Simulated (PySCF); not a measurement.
**Solvent effects on NMR parameters**

Bonds (- single, = double, # triple, : aromatic): C1=C2, C2-C3, C3-P4, P4=C5, C5-F6, C5-C7, C7-C8, C7-C9. C1 carries H10, H11; C2 carries H12; C3 carries H13, H14; C7 carries H15; C8 carries H16, H17, H18; C9 carries H19, H20, H21. Stereochemistry as in C=CC/P=C(\F)C(C)C. H11 is cis to C3; H10 is trans to C3.

GIAO PBE0/pcSseg-1 in PySCF 2.14 on one PBE0-D3(BJ)/def2-SVP conformer, non-relativistic, equivalent nuclei averaged. Solvents enter as an IEF-PCM continuum (methanol with ε = 32.6, water with ε = 78.4) around the gas-phase geometry. Shifts are referred to TMS, CFCl3 computed in the same medium.

Gas phase, δ in ppm: C5 236.8, C2 143.0, C1 123.3, C7 40.5, C3 30.5, C8/C9 21.1, F6 -6.6, H12 5.99, H11 5.48, H10 5.24, H13/H14 2.72, H15 2.31, H16/H17/H18/H19/H20/H21 1.14. Dipole moment 1.04 D.

Question: How does each δ change in the continuum?

Answer: 
```tsv
atoms	environment	Δδ, methanol	Δδ, water
C5	carbon double-bonded to a heavier main-group atom	+4.5	+4.6
C2	alkene CH	+3.6	+3.7
C1	terminal =CH2 carbon	+0.1	+0.1
C7	sp3 CH	+1.6	+1.6
C3	allylic sp3 CH2 bonded to P	+0.4	+0.4
C8/C9	methyl carbon	+0.4	+0.4
F6	fluorine bonded to C	+3.9	+4.1
H12	hydrogen on an alkene CH	+0.21	+0.21
H11	hydrogen on a terminal =CH2 carbon	+0.04	+0.04
H10	hydrogen on a terminal =CH2 carbon	+0.08	+0.09
H13/H14	hydrogen on an allylic sp3 CH2 bonded to P	+0.12	+0.13
H15	hydrogen on an sp3 CH	+0.16	+0.16
H16/H17/H18/H19/H20/H21	hydrogen on a methyl carbon	+0.02	+0.02
```

Changes are relative to the gas phase. The dipole moment becomes 1.34 D in methanol, 1.34 D in water.

Question: Which of the listed nuclei move most (in ppm), and what does the model miss?

Answer: C5 (carbon double-bonded to a heavier main-group atom, +4.6 ppm) in water. A continuum only polarises the solute; specific hydrogen bonds, the anisotropy of aromatic solvents and changes of geometry or conformer are outside it.
